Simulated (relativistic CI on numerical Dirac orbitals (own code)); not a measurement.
d2 in a ligand field

Computed with a parametric ligand-field model of a d^n configuration (Racah B and C, spin-orbit zeta, crystal field), exact diagonalisation.

Field parameters in Wybourne normalisation: D4h B²₀ = −7Ds, B⁴₀ = 21(Dq − Dt), B⁴₄ = 21√(5/14) Dq; Oh B⁴₀ = 21Dq, B⁴₄ = √(5/14) B⁴₀. The field is a parameter set, without covalency.

(1) Ground term and bands for B = 710, C = 2860, ζ = 0 cm⁻¹, Oh, 10Dq = 3250 cm⁻¹?

(2) Ground term and bands for B = 560, C = 2410, ζ = 0 cm⁻¹, D4h, 10Dq = 22150, Ds = -1500, Dt = 680 cm⁻¹?

(3) A d2 ion in Oh symmetry has the ground term 3T1 and bands at 1T2 13646 cm⁻¹ (733 nm), 1E 13885 cm⁻¹ (720 nm), 3T2 19973 cm⁻¹ (501 nm), 1A1 29312 cm⁻¹ (341 nm), 3T1 31995 cm⁻¹ (313 nm), 3A2 41723 cm⁻¹ (240 nm). Which parameters reproduce them?

(4) Ground term and bands for B = 400, C = 1860, ζ = 0 cm⁻¹, D4h, 10Dq = 28500, Ds = -380, Dt = -730 cm⁻¹?

(5) Ground term and bands for B = 380, C = 1370, ζ = 0 cm⁻¹, D4h, 10Dq = 28900, Ds = -1500, Dt = -250 cm⁻¹?

## Answers

(1) Ground term 3T1 with 0.13 electrons in the two orbitals of the cubic e set. Spin-allowed: 3T2 2733 cm⁻¹, 3A2 5983 cm⁻¹ (1671 nm), 3T1 12865 cm⁻¹ (777 nm). Lowest spin-forbidden: 1T2 10095 cm⁻¹ (991 nm), 1E 10689 cm⁻¹ (936 nm), 1T2 15631 cm⁻¹ (640 nm).

(2) Ground term 3E with 0.01 electrons in the two orbitals of the cubic e set. Spin-allowed: 3A2 7366 cm⁻¹ (1358 nm), 3B2 15553 cm⁻¹ (643 nm), 3A2 20590 cm⁻¹ (486 nm), 3E 21358 cm⁻¹ (468 nm). Lowest spin-forbidden: 1A1 2955 cm⁻¹, 1E 8395 cm⁻¹ (1191 nm), 1B2 16036 cm⁻¹ (624 nm).

(3) B = 920, C = 3810, ζ = 0 cm⁻¹, Oh, 10Dq = 21750 cm⁻¹.

(4) Ground term 3A2 with 0.00 electrons in the two orbitals of the cubic e set. Spin-allowed: 3E 2504 cm⁻¹, 3E 30646 cm⁻¹ (326 nm), 3A2 37429 cm⁻¹ (267 nm), 3B2 37645 cm⁻¹ (266 nm). Lowest spin-forbidden: 1B2 6224 cm⁻¹ (1607 nm), 1B1 6246 cm⁻¹ (1601 nm), 1E 8719 cm⁻¹ (1147 nm).

(5) Ground term 3E with 0.00 electrons in the two orbitals of the cubic e set. Spin-allowed: 3A2 3189 cm⁻¹ (3136 nm), 3E 28664 cm⁻¹ (349 nm), 3A2 29408 cm⁻¹ (340 nm), 3B2 31898 cm⁻¹ (313 nm). Lowest spin-forbidden: 1A1 3137 cm⁻¹ (3188 nm), 1E 5101 cm⁻¹ (1960 nm), 1B2 8349 cm⁻¹ (1198 nm).
